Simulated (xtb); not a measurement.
HBe (SMILES [BeH+]), charge +1, singlet, at a GFN2-xTB geometry (such geometries of metal compounds can be far from the true shape); GFN-FF (xtb 6.7.1).

Here is a job for xtb.
```
$ xtb mol.xyz --gfnff --chrg 1 --json

# file mol.xyz
2

Be    -0.00000000    -0.00000000    -0.27954705
H      0.00000000     0.00000000     1.11818818
```

Q: Predict the main parts of the log of this xtb run.

A: 
```
   ID    Z sym.   atoms
    1    4 Be     1
    2    1 H      2

           -------------------------------------------------
          |                Calculation Setup                |
           -------------------------------------------------

          ==================== Thresholds ====================
          CN  :   150.00000
          rep :   500.00000
          disp:  2500.00000
          HB1 :   250.00000
          HB2 :   450.00000

          Pauling EN used:
          Z : 1  EN :  2.20
          Z : 4  EN :  1.57
          electric field strengths (au): 0.000

           -------------------------------------------------
          |           Force Field Initialization            |
           -------------------------------------------------

          distances ...
          ----------------------------------------
          generating topology and atomic info file ...
          pair mat ...
          computing topology distances matrix with Floyd-Warshall algo ...
          making topology EEQ charges ...
          #fragments for EEQ constrain: 1
          ----------------------------------------
          generating topology and atomic info file ...
          pair mat ...
          computing topology distances matrix with Floyd-Warshall algo ...
          making topology EEQ charges ...
          #fragments for EEQ constrain: 1
          rings ...
          # BATM   0
          # H in HB   1

  atom   neighbors  erfCN metchar sp-hybrid imet pi  qest     coordinates
    1  Be      1    0.94   0.23         0    1    0   0.494   -0.000000   -0.000000   -0.528267
    2  H       1    0.94   0.02         0    0    0   0.506    0.000000    0.000000    2.113069

          #atoms :   2
          #bonds :   1
          #angl  :   0
          #tors  :   0
          #nmol  :   1
          #optfrag :   1
           -------------------------------------------------
          |                   G F N - F F                   |
          |          A general generic force-field          |
          |                  Version 1.0.3                  |
           -------------------------------------------------
          Number of HB bonds (bound hydrogen)     0
          Number of HB bonds (unbound hydrogen)   0
          Number of XB bonds                      0

         :::::::::::::::::::::::::::::::::::::::::::::::::::::
         ::                     SUMMARY                     ::
         :::::::::::::::::::::::::::::::::::::::::::::::::::::
         :: total energy               1.372382421832 Eh    ::
         :: gradient norm              0.028036231792 Eh/a0 ::
         ::.................................................::
         :: bond energy               -0.080355758012 Eh    ::
         :: angle energy               0.000000000000 Eh    ::
         :: torsion energy             0.000000000000 Eh    ::
         :: repulsion energy           0.000728554259 Eh    ::
         :: electrostat energy         1.452108002435 Eh    ::
         :: dispersion energy         -0.000098376849 Eh    ::
         :: HB energy                  0.000000000000 Eh    ::
         :: XB energy                  0.000000000000 Eh    ::
         :: bonded atm energy          0.000000000000 Eh    ::
         :: external energy            0.000000000000 Eh    ::
         :: add. restraining           0.000000000000 Eh    ::
         :: total charge               1.000000000000 e     ::
         :::::::::::::::::::::::::::::::::::::::::::::::::::::

           -------------------------------------------------
          |                Property Printout                |
           -------------------------------------------------

molecular dipole:
                 x           y           z       tot (Debye)
 q only:        0.000       0.000       0.639       1.624

           -------------------------------------------------
          | TOTAL ENERGY                1.372382421832 Eh   |
          | GRADIENT NORM               0.028036231792 Eh/α |
           -------------------------------------------------
########################################################################
[WARNING] Runtime exception occurred
-1- gfnff_setup: Could not read topology file.
########################################################################

normal termination of xtb
```
